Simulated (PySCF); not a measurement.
Output of ΔSCF core-hole calculations on `CCCOBOC`.

Level of theory: delta-SCF UKS SCAN, pcX-2 on the ionised atom, pcseg-1 elsewhere, spin-free X2C (PySCF). Atoms in this output count from 0. The cycles run on a coarse integration grid; for E(ground) and E(ion) the exchange–correlation energy is redone on a finer one, so they differ from the last cycle, and only they enter the binding energy.

Atom n of the output is atom n + 1 of `[CH3:1][CH2:2][CH2:3][O:4][BH:5][O:6][CH3:7]`.

```
ground state, core basis on atom 0 (C), 184 functions
  cycle   1  E = -334.25710103  |g| = 7.86e-01
  cycle   2  E = -334.05159919  |g| = 1.29e+00
  cycle   3  E = -334.38252589  |g| = 1.35e-01
  cycle   4  E = -334.38591270  |g| = 5.02e-02
  cycle   5  E = -334.38650802  |g| = 1.17e-02
  cycle   6  E = -334.38653871  |g| = 4.34e-03
  cycle   7  E = -334.38654078  |g| = 2.38e-03
  cycle   8  E = -334.38654109  |g| = 5.79e-04
  cycle   9  E = -334.38654171  |g| = 6.68e-05
  E(ground) = -334.40499181 Eh
hole in C 1s of atom 0
  cycle   1  E = -323.14437597  |g| = 1.50e+00
  cycle   2  E = -322.10170849  |g| = 1.96e+00
  cycle   3  E = -323.60273109  |g| = 4.68e-01
  cycle   4  E = -323.65208096  |g| = 3.54e-01
  ...
  cycle   9  E = -323.69969572  |g| = 1.73e-03
  cycle  10  E = -323.69969771  |g| = 1.08e-03
  cycle  11  E = -323.69969858  |g| = 2.41e-04
  E(ion) = -323.71724573 Eh   <S^2> = 0.7681   hole on atom = 1.000
```

**Question.** What is the C 1s binding energy of atom 0?

**Answer.** (-323.717246 − (-334.404992)) Eh × 27.2114 eV/Eh = 290.83 eV, for the methyl carbon.

```
ground state, core basis on atom 4 (B), 184 functions
  cycle   1  E = -334.38358628  |g| = 9.51e-02
  cycle   2  E = -334.38064125  |g| = 1.52e-01
  cycle   3  E = -334.38480328  |g| = 2.02e-02
  cycle   4  E = -334.38485481  |g| = 1.25e-02
  cycle   5  E = -334.38488570  |g| = 3.00e-03
  cycle   6  E = -334.38488652  |g| = 4.31e-04
  E(ground) = -334.40441000 Eh
hole in B 1s of atom 4
  cycle   1  E = -326.75828308  |g| = 1.17e+00
  cycle   2  E = -324.66471881  |g| = 1.90e+00
  cycle   3  E = -326.97427187  |g| = 5.55e-01
  cycle   4  E = -327.11394383  |g| = 2.95e-01
  ...
  cycle  10  E = -327.15371781  |g| = 2.29e-03
  cycle  11  E = -327.15372422  |g| = 1.11e-03
  cycle  12  E = -327.15372399  |g| = 2.36e-04
  E(ion) = -327.17222815 Eh   <S^2> = 0.7885   hole on atom = 1.000
```

**Question.** What is the B 1s binding energy of atom 4?

**Answer.** (-327.172228 − (-334.404410)) Eh × 27.2114 eV/Eh = 196.80 eV, for the three-coordinate boron.

The ground state is recomputed for each atom, because the flexible core basis sits on the ionised atom alone; energies of different blocks can't be mixed. Geometry: PBE0-D3(BJ)/def2-SVP, one conformer, isolated molecule.

Time: 62 s; peak memory 0.73 GiB. Hardware: Arm Neoverse V2, one thread, shared host.

Conformer computed: `[CH3:1][CH2:2][CH2:3][O:4][BH:5][O:6][CH3:7]`: C1–C2–C3–O4 -174°, C2–C3–O4–B5 -98°, C3–O4–B5–O6 177°, O4–B5–O6–C7 -1°.
Labels such as C1 count atoms from 1, the log's own numbers from 0.
